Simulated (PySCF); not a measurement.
# LDA on Cu³⁺ (copper, charge +3)

Configuration: [Ar] 3d8, high-spin 3F determinant. Computed with PySCF 2.14 in x2c-QZVPPall, with scalar relativity by spin-free X2C-1e.

```
Total energy                        : -1649.462 hartree
One-electron energy                 : -2257.888 hartree
Hartree (Coulomb) energy            : 672.252 hartree
Exchange-correlation energy         : -63.826 hartree
⟨S²⟩                                : 2.0005
⟨L²⟩                                : 12.003
Sum of ⟨r⟩                          : 14.49 bohr
Sum of ⟨r²⟩                         : 12.89 bohr²
Langevin diamagnetic susceptibility : -10.2 ×10⁻⁶ cm³/mol
```

```json
{"shell": "1s α", "electrons": "1", "mean orbital energy (eV)": "-8871.2", "spread (eV)": "0", "rms radius, mean of both spins (bohr)": "0.0603"}
{"shell": "1s β", "electrons": "1", "mean orbital energy (eV)": "-8871.2", "spread (eV)": "0", "rms radius, mean of both spins (bohr)": "0.0603"}
{"shell": "2s α", "electrons": "1", "mean orbital energy (eV)": "-1107.5", "spread (eV)": "0", "rms radius, mean of both spins (bohr)": "0.256"}
{"shell": "2s β", "electrons": "1", "mean orbital energy (eV)": "-1106.1", "spread (eV)": "0", "rms radius, mean of both spins (bohr)": "0.256"}
{"shell": "2p α", "electrons": "3", "mean orbital energy (eV)": "-963.45", "spread (eV)": "0", "rms radius, mean of both spins (bohr)": "0.229"}
{"shell": "2p β", "electrons": "3", "mean orbital energy (eV)": "-962.39", "spread (eV)": "0", "rms radius, mean of both spins (bohr)": "0.229"}
{"shell": "3s α", "electrons": "1", "mean orbital energy (eV)": "-161.17", "spread (eV)": "0", "rms radius, mean of both spins (bohr)": "0.759"}
{"shell": "3s β", "electrons": "1", "mean orbital energy (eV)": "-158.68", "spread (eV)": "0", "rms radius, mean of both spins (bohr)": "0.759"}
{"shell": "3p α", "electrons": "3", "mean orbital energy (eV)": "-118.74", "spread (eV)": "0", "rms radius, mean of both spins (bohr)": "0.801"}
{"shell": "3p β", "electrons": "3", "mean orbital energy (eV)": "-116.31", "spread (eV)": "0", "rms radius, mean of both spins (bohr)": "0.801"}
{"shell": "3d α", "electrons": "5", "mean orbital energy (eV)": "-50.283", "spread (eV)": "1.229", "rms radius, mean of both spins (bohr)": "0.964"}
{"shell": "3d β", "electrons": "3", "mean orbital energy (eV)": "-48.205", "spread (eV)": "0", "rms radius, mean of both spins (bohr)": "0.964"}
```

Densities and radii are taken from the X2C orbitals without a picture-change correction, which distorts them close to the nucleus.
